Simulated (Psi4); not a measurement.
hydrogen fluoride (hydrogen fluoride), singlet, at a GFN2-xTB geometry; BHHLYP/STO-3G in Psi4 1.11.

Here is a job for Psi4.
```
memory 2 GB

molecule {
0 1
F    -0.00000000   -0.00000000   -0.09325170
H     0.00000000    0.00000000    0.83926531
}

set {
  basis sto-3g
}

energy('bhhlyp')
print_variables()
```

What the program printed (banner, timings and long lists left out):

```
   => Loading Basis Set <=

    Name: STO-3G
    Role: ORBITAL
    Keyword: BASIS

         ---------------------------------------------------------
                                   SCF
               by Justin Turney, Rob Parrish, Andy Simmonett
                          and Daniel G. A. Smith
                              RKS Reference
         ---------------------------------------------------------

  ==> Geometry <==

    Molecular point group: c2v
    Full point group: C_inf_v

    Geometry (in Angstrom), charge = 0, multiplicity = 1:

       Center              X                  Y                   Z               Mass
    ------------   -----------------  -----------------  -----------------  -----------------
         F            0.000000000000     0.000000000000    -0.046976070477    18.998403162730
         H            0.000000000000     0.000000000000     0.885540939523     1.007825032230

  Running in c2v symmetry.

  Rotational constants: A = ************  B =     20.25564  C =     20.25564 [cm^-1]
  Rotational constants: A = ************  B = 607248.78123  C = 607248.78123 [MHz]
  Nuclear repulsion =    5.107247208316340

  Charge       = 0
  Multiplicity = 1
  Electrons    = 10
  Nalpha       = 5
  Nbeta        = 5

  ==> Algorithm <==

  SCF Algorithm Type is DF.
  DIIS enabled.
  MOM disabled.
  Fractional occupation disabled.
  Guess Type is SAD.
  Energy threshold   = 1.00e-06
  Density threshold  = 1.00e-06
  Integral threshold = 1.00e-12

  ==> Primary Basis <==

  Basis Set: STO-3G
    Blend: STO-3G
    Number of shells: 4
    Number of basis functions: 6
    Number of Cartesian functions: 6
    Spherical Harmonics?: true
    Max angular momentum: 1

  ==> DFT Potential <==

   => LibXC <=

    Version 7.1.2
    S. Lehtola, C. Steigemann, M. J. T. Oliveira, and M. A. L. Marques,  SoftwareX 7, 1–5 (2018) (10.1016/j.softx.2017.11.002)

   => Composite Functional: BHANDHLYP <=

    BHandHLYP Hyb-GGA Exchange-Correlation Functional

    A. D. Becke,  J. Chem. Phys. 98, 1372 (1993) (10.1063/1.464304)
    Defined through Gaussian implementation.

    Deriv               =              1
    GGA                 =           TRUE
    Meta                =          FALSE

    Exchange Hybrid     =           TRUE
    MP2 Hybrid          =          FALSE

   => Exchange Functionals <=

    0.5000         Becke 88

   => Exact (HF) Exchange <=

    0.5000               HF

   => Correlation Functionals <=

    1.0000   Lee, Yang & Parr

   => LibXC Density Thresholds  <==

    XC_HYB_GGA_XC_BHANDHLYP:  1.00E-15

   => Molecular Quadrature <=

    Radial Scheme          =       TREUTLER
    Pruning Scheme         =           NONE
    Nuclear Scheme         =       TREUTLER

    Blocking Scheme        =         OCTREE
    BS radius alpha        =              1
    Pruning alpha          =              1
    Radial Points          =             75
    Spherical Points       =            302
    Total Points           =          44072
    Total Blocks           =            391
    Max Points             =            256
    Max Functions          =              6
    Weights Tolerance      =       1.00E-15

   => Loading Basis Set <=

    Name: (STO-3G AUX)
    Role: JKFIT
    Keyword: DF_BASIS_SCF

  ==> Integral Setup <==

  SCF_SUBTYPE=INCORE selected. In-core MEM_DF algorithm will be used.
  Using in-core AOs.

  ==> MemDFJK: Density-Fitted J/K Matrices <==

    J tasked:                   Yes
    K tasked:                   Yes
    wK tasked:                   No
    Algorithm:                 Core
    Schwarz Cutoff:           1E-12
    Mask sparsity (%):       0.0000
    Fitting Condition:        1E-10

   => Auxiliary Basis Set <=

  Basis Set: (STO-3G AUX)
    Blend: DEF2-UNIVERSAL-JKFIT
    Number of shells: 31
    Number of basis functions: 95
    Number of Cartesian functions: 113
    Spherical Harmonics?: true
    Max angular momentum: 4

  Minimum eigenvalue in the overlap matrix is 4.2379386548E-01.
  Reciprocal condition number of the overlap matrix is 2.6382437924E-01.
    Using symmetric orthogonalization.

  ==> Pre-Iterations <==

  SCF Guess: Superposition of Atomic Densities via on-the-fly atomic UHF (no occupation information).

   -------------------------
    Irrep   Nso     Nmo
   -------------------------
     A1         4       4
     A2         0       0
     B1         1       1
     B2         1       1
   -------------------------
    Total       6       6
   -------------------------

  ==> Iterations <==

                           Total Energy        Delta E     RMS |[F,P]|

   @DF-RKS iter SAD:   -98.56096123531101   -9.85610e+01   0.00000e+00
   @DF-RKS iter   1:   -98.87953566758061   -3.18574e-01   4.19045e-02 DIIS/ADIIS
   @DF-RKS iter   2:   -98.90898471279105   -2.94490e-02   9.89545e-03 DIIS/ADIIS
   @DF-RKS iter   3:   -98.91029092955380   -1.30622e-03   4.14017e-04 DIIS/ADIIS
   @DF-RKS iter   4:   -98.91029373940646   -2.80985e-06   1.45411e-05 DIIS
   @DF-RKS iter   5:   -98.91029374252257   -3.11611e-09   4.32726e-07 DIIS
  Energy and wave function converged.

  ==> Post-Iterations <==

   Electrons on quadrature grid:
      Ntotal   =   10.0000001490 ; deviation = 1.490e-07

    Orbital Energies [Eh]
    ---------------------

    Doubly Occupied:

[...]
    Virtual:

       4A1     0.444094

    Final Occupation by Irrep:
             A1    A2    B1    B2
    DOCC [     3,    0,    1,    1 ]
    NA   [     3,    0,    1,    1 ]
    NB   [     3,    0,    1,    1 ]

  @DF-RKS Final Energy:   -98.91029374252257

   => Energetics <=

    Nuclear Repulsion Energy =              5.1072472083163403
    One-Electron Energy =                -149.5925430933361326
    Two-Electron Energy =                  51.2312706768136792
    DFT Exchange-Correlation Energy =      -5.6562685343164683
    Empirical Dispersion Energy =           0.0000000000000000
    VV10 Nonlocal Energy =                  0.0000000000000000
    Total Energy =                        -98.9102937425225690

Computation Completed

Properties will be evaluated at   0.000000,   0.000000,   0.000000 [a0]

Properties computed using the SCF density matrix

 Multipole Moments:

 ------------------------------------------------------------------------------------
     Multipole            Electronic (a.u.)      Nuclear  (a.u.)        Total (a.u.)
 ------------------------------------------------------------------------------------

 L = 1.  Multiply by 2.5417464519 to convert [e a0] to [Debye]
 Dipole X            :          0.0000000            0.0000000            0.0000000
 Dipole Y            :          0.0000000            0.0000000            0.0000000
 Dipole Z            :         -0.3875781            0.8744827            0.4869046
 Magnitude           :                                                    0.4869046

 ------------------------------------------------------------------------------------

  Variable Map:
  ----------------------------------------------------------------------------
[...]
  Array Variable Map:
  ----------------------------------------------------------------------------
[...]
[...]
```
